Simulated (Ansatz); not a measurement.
# Cost against result

Saddle point of CH₉AsGe, singlet (CH₆Ge ([CH3][GeH3]) + AsH₃ → GeAsH₅ ([GeH3][AsH2]) + CH₄; bonds formed: Ge1–As7, C2–H6; bonds broken: Ge1–C2, H6–As7), PBE0-D4/def2-TZVP structure:

```
12
angstrom
Ge -1.2656 -0.4603 0.1880
C 0.1985 1.2276 0.4944
H -1.8208 -0.6115 -1.2287
H -1.0946 -1.6680 1.1101
H -2.2375 0.5227 0.9344
H 0.4115 0.0460 -0.1075
As 1.0811 -1.6784 -1.0904
H 1.2500 1.3775 0.2251
H 0.0969 1.2582 1.5780
H -0.4109 1.9797 -0.0048
H 2.2036 -1.4229 -0.0851
H 1.5879 -0.5705 -2.0135
```

Barriers are electronic and count from the start structure reached by relaxing down the imaginary mode.

Program: Ansatz 0.2.0. Basis: as named in each row. Cores are frozen in the correlated methods. Filled d shells of the heavier atoms are correlated. The def2 sets are not built for correlating such inner shells, so the correlated values are less sure here. B3LYP uses VWN-RPA correlation. Extrapolation: Hartree–Fock as exp(−7.88 √X), correlation as X^−2.97.

Times are rough, for one single point on 8 threads of a shared host (Intel Xeon Platinum 8259CL).

The estimate by CCSD(T) at an estimated basis limit (MP2 extrapolated from triple and quadruple zeta, plus CCSD(T) − MP2 in triple zeta) is 3.086 eV.

| method | basis | time (s) | barrier (eV) | method less estimate |
| --- | --- | --- | --- | --- |
| HF | STO-3G | under 1 | 6.431 | 3.345 |
| PBE-D4 | STO-3G | under 1 | 4.861 | 1.776 |
| SPW92 | def2-SVP | under 1 | 2.459 | -0.627 |
| PBE-D4 | def2-SVP | under 1 | 2.693 | -0.392 |
| B3LYP-D4 | 6-31G | under 1 | 3.121 | 0.036 |
| SPW92 | def2-TZVPP | under 1 | 2.419 | -0.667 |
| PBE0-D4 | def2-SVP | 1 | 2.926 | -0.159 |
| BLYP-D4 | def2-TZVPP | 1 | 2.838 | -0.248 |
| PBE-D4 | def2-TZVPP | 1 | 2.640 | -0.446 |
| B3LYP-D4 | def2-TZVPP | 2 | 3.006 | -0.079 |
| BHLYP-D4 | def2-TZVPP | 2 | 3.250 | 0.164 |
| PBE0-D4 | def2-TZVPP | 2 | 2.852 | -0.233 |
| r2SCAN-D4 | def2-TZVPP | 2 | 2.818 | -0.267 |
| CAM-B3LYP-D4 | def2-TZVPP | 2 | 3.198 | 0.113 |
| r2SCAN0-D4 | def2-TZVPP | 3 | 2.959 | -0.127 |
| wB97M-V | def2-SVP | 3 | 3.176 | 0.091 |
| RPA on PBE | def2-TZVPP | 3 | 3.179 | 0.093 |
| B2PLYP | def2-TZVPP | 4 | 3.121 | 0.036 |
| PBE-QIDH | def2-TZVPP | 4 | 3.044 | -0.042 |
| B97M-V | def2-TZVPP | 4 | 3.045 | -0.040 |
| wB97X-V | def2-TZVPP | 4 | 3.203 | 0.118 |
| wB97M-V | def2-TZVPP | 5 | 3.111 | 0.026 |
| CCSD(T) | def2-SVP | 5 | 3.401 | 0.315 |
| MP2 | def2-QZVPP | 18 | 3.038 | -0.048 |
| CCSD(T) | def2-TZVPP | 86 | 3.165 | 0.079 |

All methods are single points on the PBE0-D4 structures.

T1 diagnostic: at most 0.013.

Labels in which every atom is bracketed show which atoms are joined, not bond orders.
